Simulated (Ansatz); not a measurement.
```yaml
crystal:
  periodic: [false, false, false]
  atoms:
    - {symbol: Ag, position_ang: [0.844517, -0.558873, -1.036176]}
    - {symbol: Ag, position_ang: [-1.193926, 0.660145, 0.750160]}
    - {symbol: H, position_ang: [0.393041, -0.155303, 0.461165]}
basis:
  gaussian: {orbitals: def2-SVP}
magnetization: {spin_polarized: true, initial_magnetization: 1}
hamiltonian: {xc: {name: PBEsol}}
output: {forces: true}
```

```sh
$ ansatz run in.yaml --threads 4 --pin off --events-out ev --progress --plain --max-ram 3916MiB
```

Output, abridged:

```
Functional definition: PBEsol
622 factors; their error is unknown
mean field evaluation 1: about -8001.1948 eV, gradient 2.2e1 eV
mean field evaluation 2: about -7993.8585 eV, gradient 4.8e1 eV
mean field evaluation 4: about -8003.4530 eV, gradient 4.8e0 eV
mean field evaluation 8: about -8003.5934 eV, gradient 9.3e-2 eV
mean field evaluation 16: about -8003.5935 eV, gradient 7.8e-5 eV
mean field -8003.59346274 eV, -294.1266347252 hartree, gradient 7.8e-5 eV, S^2 0.753082; 1 other end points of the search recorded, 0 dependent functions left out
reference -8003.59350615 eV, -294.1266363204 hartree; 20, 19 occupied and 47, 48 virtual orbitals, 622 factors
Total energy: -8003.59350615 eV, -294.1266363204 hartree
Atom 0 at     0.844517    -0.558873    -1.036176 Å, force     0.142545    -0.134993    -0.535219 eV/Å
Atom 1 at    -1.193926     0.660145     0.750160 Å, force     0.405422    -0.210477    -0.091599 eV/Å
Atom 2 at     0.393041    -0.155303     0.461165 Å, force    -0.547967     0.345470     0.626818 eV/Å
Dipole moment:    -0.053292     0.003751    -0.185204 e Å
```

Run time 1.4 s (4 threads of Arm Neoverse V2 on a shared host).

In the def2 sets Ag takes a core potential; there is no spin–orbit coupling.
